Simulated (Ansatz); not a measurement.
Coupled-cluster diagnostics for the cluster Li₈Sn (the lowest singlet isomer of a short search), Ansatz.

Geometry of the singlet (PBE0-D4/def2-SVP):

Cartesian coordinates in Å:
```
Li -0.588 1.655 4.247
Li -0.515 -1.164 2.750
Li 1.331 -0.077 -4.399
Li 1.850 -0.995 -1.343
Li 0.977 0.955 1.509
Li -0.047 1.102 -1.718
Li -1.869 0.970 1.354
Li -0.735 -1.581 -2.484
Sn -0.404 -0.867 0.084
```

In the def2 sets Sn takes a core potential; there is no spin–orbit coupling. Correlated methods freeze 4 core orbitals; core or outer-core shells of Li, Sn are correlated, in sets that lack core-valence functions. The structure comes from a short search, and lower isomers may exist.

**Question.** Estimate the CCSD(T) correlation energy, the shares of MP2 and (T), T1 and the reference's ⟨S²⟩ for: charge 0, singlet, own geometry in def2-TZVPP; and the rough time on 4 threads of Arm Neoverse V1 on a shared host.

**Answer.** 
| state | basis | correlation (eV) | MP2 share (%) | (T) share (%) | T1 | ⟨S²⟩ (pure) | wall time | remarks |
| --- | --- | --- | --- | --- | --- | --- | --- | --- |
| charge 0, singlet, own geometry | def2-TZVPP | -20.733 | 91.7 | 3.5 | 0.012 | 0.00 (0.00) | 2.4 min | restricted SCF unstable |
Customary marks for T1 are 0.02 (closed shells), 0.045 (open shells) and about 0.05 (3d metals). T1 stays under 0.02 throughout.
